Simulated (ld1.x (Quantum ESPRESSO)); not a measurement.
# Hg (Z = 80): one change to an RRKJ potential, before and after

```json
{"Element": "mercury", "Generator": "ld1.x (Quantum ESPRESSO) 7.5", "Type": "norm-conserving RRKJ (Kleinman–Bylander form)", "Functional": "LDA (PZ)", "Relativity": "fully relativistic", "Frozen core": "[Kr] 4d10 4f14 5s2", "Valence charge": "18", "Reference configuration": "5p6 5d10 6s2 6p0", "Partial waves": "6s (bound): rc 1.95 bohr; 5p (bound): rc 1.70 bohr; 5d (bound): rc 1.80 bohr", "Local potential": "all-electron potential smoothed inside 1.65 bohr (lloc = -1)", "Core correction": "none", "rho0": "0.005"}
```

Open shells are filled in proportion to 2j + 1 (rel_dist='average').

Change: wave 6s (bound): rc 1.95 bohr becomes 6s (bound): rc 2.40 bohr.

Cutoffs: the cutoffs (Ry, on a coarse ladder) from which the occupation-weighted sum of valence levels, in a spherical-Bessel basis at the reference potential, stays within 10 and 1 mRy of its value at 400 Ry; they do not see the model core or the augmentation charge, which bear on the density cutoff. Errors are all-electron minus pseudo energies relative to the spin-unpolarised reference configuration.

Task: How do hardness, ghosts and transferability respond?

Result: The potential gets neither clearly harder nor softer (45 Ry and 50 Ry → 45 Ry and 50 Ry); both files keep a bound ghost (s); of the 7 tests that both files solve, the error grows in 1 and shrinks in 0 by more than 15 % and 0.3 meV (median size 112.8 → 112.3 meV).

```tsv
quantity	base	changed
cutoff, loose	45 Ry	45 Ry
cutoff, tight	50 Ry	50 Ry
bound ghosts	s	s
error for 5p6 5d10 6s1 6p0, meV [ΔE 11.06 eV]	-5.3	-5.1
error for 5p6 5d10 6s0 6p0, meV [ΔE 30.46 eV]	-28	-26
error for 5p6 5d9 6s0 6p0, meV [ΔE 66.28 eV]	+24	+34
error for 5p6 5d10 6s0 6p1, meV [ΔE 18.49 eV]	-264	-262
error for 5p6 5d9 6s2 6p1, meV [ΔE 10.28 eV]	-141	-142
error for 5p6 5d10 6s0 6p2, meV [ΔE 12.63 eV]	-309	-307
error for 5p6 5d10 6s1 6p1, meV [ΔE 6.09 eV]	-113	-112
```

 A true bound ghost makes a file unfit for plane-wave use even where its test errors are small: the radial tests pick states by their node count and pass the ghost by.
